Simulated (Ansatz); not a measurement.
Input file for Ansatz (a first-principles code): R-BHLYP/def2-TZVPPD on FH4N (a complex). Files ending in .json are basis or fitting sets from the Basis Set Exchange.

Ansatz 0.2 input:
```yaml
crystal:
  periodic: [false, false, false]
  atoms:
    - {symbol: N, position_ang: [0.03820228, 0.17655272, 0.30490449]}
    - {symbol: H, position_ang: [-0.23874454, -0.74046460, -0.02745915]}
    - {symbol: H, position_ang: [-0.60024194, 0.85723204, -0.09151782]}
    - {symbol: H, position_ang: [0.96518207, 0.37179989, -0.05658345]}
    - {symbol: F, position_ang: [0.01014835, 0.27594024, 2.94085446]}
    - {symbol: H, position_ang: [0.02038903, 0.23968834, 1.97938992]}
basis:
  gaussian:
    orbitals: def2-TZVPPD.json
hamiltonian:
  xc: {name: BHLYP}
scf: {lower_state_search: off}
```

Program output:

```
WARN ansatz: RAYON_NUM_THREADS=2 ignored (pool sized by the plan → 2); use --threads N
Functional definition: BHLYP
these checks for a lower state are left out or cut short: stability, starts, cluster_reference, orbital_swaps, neighbouring_geometries, increment
integrals: 0.03 GiB planned
648 factors; their error is unknown
mean field: 0.41 GiB planned
mean field evaluation 1: about -4268.5168 eV, gradient 5.1e1 eV
mean field evaluation 2: about -4268.3129 eV, gradient 5.3e1 eV
mean field evaluation 4: about -4272.7752 eV, gradient 1.3e0 eV
mean field evaluation 8: about -4272.8054 eV, gradient 3.1e-1 eV
mean field evaluation 16: about -4272.8055 eV, gradient 2.5e-6 eV
mean field -4272.80545471 eV, -157.0227042491 hartree, gradient 2.5e-6 eV, S^2 0.000000; 0 other end points of the search recorded, 0 dependent functions left out
reference -4272.80560917 eV, -157.0227099252 hartree; 10, 10 occupied and 135, 135 virtual orbitals, 648 factors
Total energy: -4272.80560917 eV, -157.0227099252 hartree
Checks for a lower state left out: stability, starts, cluster_reference, orbital_swaps, neighbouring_geometries, increment
```

Self-consistency was reached.

Cost: roughly 1.0 core-seconds.
